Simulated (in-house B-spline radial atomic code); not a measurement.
**RPA and G0W0 on LDA exchange-only: Al+**

Configuration [Ne] 3s2, mean-field start LDA exchange-only. Computed with an all-electron radial atomic-structure program (B-spline basis): all electrons, non-relativistic, point nucleus, each spin shell either full or empty, empty states to l = 9 with an (l + 1/2)⁻⁴ tail; G0W0 by contour deformation at full frequency.

Command:
```bash
python run_gw.py task.json out
```
Settings (radii: box in bohr, nucleus in fm):
```
Z                        13
electrons                12
configuration            [Ne] 3s2
hamiltonian              nr
method                   lda,
lmax                     9
spin_polarised           False
box_radius               23.78
intervals                50
ion_configuration        [Ne] 3s1
```

Time taken, with all properties: 3 s on 1 thread of Arm Neoverse N1, with other jobs on the host.

Energies (hartree):

```
                                     term       value
                         mean-field total  -240.16629
Hartree-Fock functional on these orbitals  -241.65832
                      direct second order    -0.84253
                    second-order exchange     0.30681
                         SOSEX correction     0.26596
```

**Question.** What is the RPA correlation energy, and what remains with SOSEX?

**Answer.** RPA gives -0.71317 hartree (-1.62 eV per electron); RPA + SOSEX gives -0.44721, and the second-order doubles -0.53572 hartree (no singles). RPA lacks exchange-type terms and so overcorrelates at short range.

Quasi-particle levels (eV):

```tsv
level	occupied	mean field	Σx - vxc	Σc	QP weight	G0W0
3s	yes	-13.757	-4.04	?	?	?
3p	no	-8.158	3.16	-1.37	0.902	-6.361
```

G0W0 = mean field + (Σx - vxc) + Σc, with Σc (partial-wave tail included) taken at the quasi-particle energy. Levels of low weight are left out.

**Question.** Where does G0W0 put 3s?

**Answer.** At -18.898 eV, with Σc = -1.10 eV and a quasi-particle weight of 0.880. The tabulated removal energy is 18.829 eV (NIST, measured); the calculation leaves out relativity, Breit and QED terms, and what these don't explain is the method's own error.

**Question.** What does it cost to remove one electron (to [Ne] 3s1) by differences of total energies, each species on its own start (correlation terms add to the Hartree-Fock functional)?

**Answer.** LDA exchange-only 17.438 eV, Hartree-Fock functional 17.486 eV, + RPA 19.223 eV, + RPA + SOSEX 18.782 eV, + second order 19.475 eV. Tabulated: 18.829 eV (NIST, measured); the calculation leaves out relativity, Breit and QED terms, and what these don't explain is the method's own error.
